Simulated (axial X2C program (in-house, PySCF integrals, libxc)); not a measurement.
# CrCN: the levels of the configuration d4 s1 p(π)0

Calculated with an in-house all-electron X2C program for linear molecules (integrals from PySCF): two-component X2C with atomic mean-field Coulomb and Gaunt terms, basis Cr dyall-v3z, C dyall-v3z, N dyall-av3z (cores contracted in-house). Orbitals come from Hartree–Fock averaged over the configuration Cr d4 s1 p(π)0; CI then distributes these electrons over the d, s, p(π) shells of Cr.

Cr–C–N held linear, bonds 2.171 and 1.160 Å (the second held) (near the minimum of the configuration average).

Lowest levels of this model:

```csv
Ω,energy (cm⁻¹),g∥,μ (D),configuration
1/2,0,2.00,-5.65,95% d4 s1
3/2,4,6.01,-5.65,95% d4 s1
5/2,11,10.01,-5.65,95% d4 s1
3/2,3984,8.00,-5.13,100% d4 s1
1/2,4025,3.94,-5.13,100% d4 s1
1/2,4069,0.06,-5.13,100% d4 s1
3/2,4113,4.00,-5.13,100% d4 s1
5/2,4158,8.00,-5.13,100% d4 s1
7/2,4205,12.00,-5.13,100% d4 s1
1/2,5683,6.00,-5.18,100% d4 s1
3/2,5871,2.01,-5.18,100% d4 s1
5/2,5961,6.01,-5.18,100% d4 s1
7/2,6047,10.01,-5.18,100% d4 s1
9/2,6131,14.01,-5.18,100% d4 s1
5/2,10862,8.00,-5.48,97% d4 s1
7/2,12958,10.01,-5.64,96% d4 s1
7/2,21391,6.03,-5.43,98% d4 s1
9/2,21412,10.02,-5.43,98% d4 s1
11/2,21442,14.00,-5.43,98% d4 s1
9/2,21866,11.98,-5.50,97% d4 s1
9/2,23824,8.01,-5.13,100% d4 s1
11/2,23901,12.01,-5.13,100% d4 s1
13/2,23973,16.00,-5.13,100% d4 s1
```

g∥ is the magnitude of 2⟨Lz + ge Sz⟩ for the +Ω component. μ is positive if the N end is positive.

(1) From Ω and g∥ of the lowest level, whose 2⟨Lz + ge Sz⟩ is positive, find ⟨Sz⟩ and ⟨Lz⟩ (ge = 2.0023).

Occupations of the active spinors in the lowest level by ω, shell by shell in order of energy: -5/2: 0.39; -3/2: 0.61 0.39 0.00; -1/2: 0.60 0.02 0.38 0.00; 1/2: 0.41 0.03 0.57 0.00; 3/2: 0.41 0.59 0.00; 5/2: 0.59. The leading determinant has weight 0.10 among 649.

This point took 1.8 s on 1 thread of Arm Neoverse V1, on a shared host.

Dynamic correlation is missing, so gaps between terms are too wide and other configurations may lie lower; the lowest level listed is that of this model, not necessarily the ground state. For d shells the ligand-field splittings (σ, π, δ) and their order can be off by a thousand cm⁻¹ or more. At most 4 roots were kept for each Ω > 0 (twice that for Ω = 0) within 3.2 eV of the lowest, so higher up levels can be missing between those listed; levels with Ω > 0 are doubly degenerate and listed once, Ω = 0 levels singly. States that fill the shells left empty in the average are placed too high. The molecule was held linear; bending was not examined.

## Answers

(1) Ω = ⟨Lz⟩ + ⟨Sz⟩ = 1/2 and ⟨Lz⟩ + ge⟨Sz⟩ = 1.000, so ⟨Sz⟩ = 0.50 and ⟨Lz⟩ = 0.00.
